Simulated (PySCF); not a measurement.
H2OSi, charge +1, multiplicity 2. Atoms are numbered in the order given.

```xyz
4

Si     0.0000     0.0000     0.4821
O      0.0000     0.0000    -1.1208
H      0.0000    -1.3366     1.1084
H      0.0000     1.3366     1.1084
```
Charge +1, spin multiplicity 2.

Geometry: r2SCAN-D4/def2-TZVP. The multiplicity is an assumed one; other spin states were not compared.

These are CAM-B3LYP/def2-TZVPD in PySCF values and carry that method's errors.

Mulliken values depend strongly on the basis, most of all with diffuse functions as here. ESP charges are fitted to the potential on shells at 1.4 to 2.0 van der Waals radii. Atomic charges (e):

| atom | Mulliken | ESP fit | Mulliken spin |
|---|---|---|---|
| Si1 | 0.70 | 1.00 | -0.04 |
| O2 | 0.01 | -0.13 | 0.96 |
| H3 | 0.14 | 0.06 | 0.04 |
| H4 | 0.14 | 0.06 | 0.04 |
